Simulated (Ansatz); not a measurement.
Total energies of C2H8Cl2N2Si, SMILES `CN[Si](Cl)(Cl)NC`.

Z-matrix (Å, degrees):
```
C
N 1 1.449
H 1 1.093 2 110.5
H 1 1.096 2 112.8 3 121.5
H 1 1.090 2 109.5 3 -118.3
Si 2 1.690 1 127.4 3 148.8
H 2 1.009 1 113.5 3 -56.8
Cl 6 2.060 2 106.7 1 -36.9
Cl 6 2.060 2 115.9 1 79.0
N 6 1.690 2 107.4 1 -161.8
C 10 1.449 6 127.4 2 -161.8
H 10 1.009 6 114.5 2 44.0
H 11 1.090 10 109.5 6 30.5
H 11 1.096 10 112.8 6 -89.7
H 11 1.093 10 110.5 6 148.8
```

Charge 0, multiplicity 1. Geometry: relaxed with PBE0-D4/def2-TZVP. It is one conformer, not always the lowest. Basis def2-TZVPP, Ansatz.

RPA on PBE orbitals: Hartree–Fock energy of these orbitals -1397.43212 Eh, correlation -2.07098 Eh (frozen core).

```
             functional  energy without D4 (Eh)  D4 term (kJ/mol)
                  B3LYP             -1400.76035             -70.8
HSE06 (plane-wave form)             -1400.02816             -35.5
```

Give the same for LDA (SPW92), PBE, revPBE, BLYP, r2SCAN, B97M-V, PBE0, r2SCANh, r2SCAN0, BHLYP, CAM-B3LYP, LC-ωPBE, ωB97X-V, ωB97M-V, B2PLYP, PBE-QIDH. (Best estimate.)

The calculation gave: 
```csv
functional,energy without D4 (Eh),D4 term (kJ/mol)
LDA (SPW92),-1394.92946,–
PBE,-1399.93341,-44.1
revPBE,-1400.40665,-126.0
BLYP,-1400.60541,-95.0
r2SCAN,-1400.51386,-11.4
B97M-V,-1400.38306,–
PBE0,-1400.06062,-37.9
r2SCANh,-1400.50193,-12.2
r2SCAN0,-1400.48548,-13.5
BHLYP,-1400.59528,-55.3
CAM-B3LYP,-1400.65014,-38.8
LC-ωPBE,-1400.25554,–
ωB97X-V,-1400.47398,–
ωB97M-V,-1400.56347,–
B2PLYP,-1400.16802,–
PBE-QIDH,-1399.79050,–
```

B3LYP takes the VWN-RPA correlation (the form of Gaussian; ORCA's B3LYP/G). HSE06 is the plane-wave form, built on full-range PBE exchange. The double hybrids freeze the cores in their second-order part.

LC-ωPBE has ω = 0.4 bohr⁻¹.
